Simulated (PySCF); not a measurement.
# How methods differ on the excitation energy of Pt

Pt [Xe] 4f14 5d9 6s1 (3D) → Pt [Xe] 4f14 5d8 6s1 6p1 (high-spin determinant), as a difference of total energies. All numbers are calculated (PySCF 2.14, the spin-free X2C one-electron Hamiltonian (Gaussian nucleus), in x2c-TZVPPall). Correlated levels: valence: [Xe] 4f14 frozen. The calculations carry no spin-orbit coupling.

```json
{"method": "UHF", "excitation energy (eV)": "3.061"}
{"method": "MP2 (valence)", "excitation energy (eV)": "4.754"}
{"method": "SCS-MP2 (valence)", "excitation energy (eV)": "4.815"}
{"method": "CCSD (valence)", "excitation energy (eV)": "4.392"}
{"method": "CCSD(T) (valence)", "excitation energy (eV)": "4.480"}
```

**Question.** How much does correlation contribute at CCSD(T) (valence)?

**Answer.** 4.480 − (3.061) = 1.419 eV, measured against UHF.

A first-order spin-orbit estimate (lowest level to lowest level, LS coupling) adds -0.100 eV.

The basis was made for the ground configuration and has no added diffuse functions, so the excitation energy can come out too high.

The determinant of the upper state mixes LS terms, which raises its energy above the lowest term, most at the Hartree-Fock and MP2 levels.
